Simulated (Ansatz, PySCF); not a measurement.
Reaction R1 → 2 P1, each structure at its B3LYP-D3(BJ)/def2-TZVP stationary point, reached from a drawn start (curvature not checked).
R1, H2O2 (SMILES OO) (charge 0, multiplicity 1, Z-matrix in Å and degrees):
```
O
H 1 0.9680
O 1 1.4505 2 100.54
H 3 0.9680 1 100.54 2 -115.93
```
P1: OH (SMILES [OH]), charge 0, multiplicity 2.

```tsv
level	reaction energy (kcal/mol)	minus CCSD(T)/cc-pVQZ
SVWN5/def2-TZVPP	87.19	33.90
PBE/def2-TZVPP	63.04	9.74
revPBE/def2-TZVPP	56.22	2.92
revPBE-D3(BJ)/def2-TZVPP	57.15	3.85
revPBE-D4/def2-TZVPP	57.67	4.37
r2SCAN/def2-TZVPP	51.58	-1.72
r2SCAN-D4/def2-TZVPP	51.65	-1.64
B97M-V/def2-TZVPP	52.17	-1.13
B3LYP/def2-TZVPP	51.19	-2.11
PBE0-D3(BJ)/def2-TZVPP	52.58	-0.72
BHLYP-D4/def2-TZVPP	38.18	-15.12
CAM-B3LYP/def2-TZVPP	52.34	-0.96
CAM-B3LYP-D4/def2-TZVPP	52.59	-0.70
wB97M-V/def2-TZVPP	54.80	1.50
B2PLYP/def2-TZVPP	52.04	-1.26
MP2/cc-pVQZ	61.12	7.82
SCS-MP2/cc-pVDZ	50.01	-3.29
SCS-MP2/cc-pVQZ	57.20	3.90
CCSD/cc-pVDZ	43.54	-9.75
CCSD(T)/cc-pVQZ	53.30	0.00
```

 The comparison column counts from a level with limits of its own.

P less R. No zero-point or thermal terms; singlets are restricted closed shells; open shells are unrestricted; no spin–orbit coupling.

Correlated levels freeze the cores.

The values were computed with Ansatz (Gaussian orbitals); PySCF for the D3/D4 terms. Each number belongs to the level named beside it.

Ansatz is a program for electronic structure.
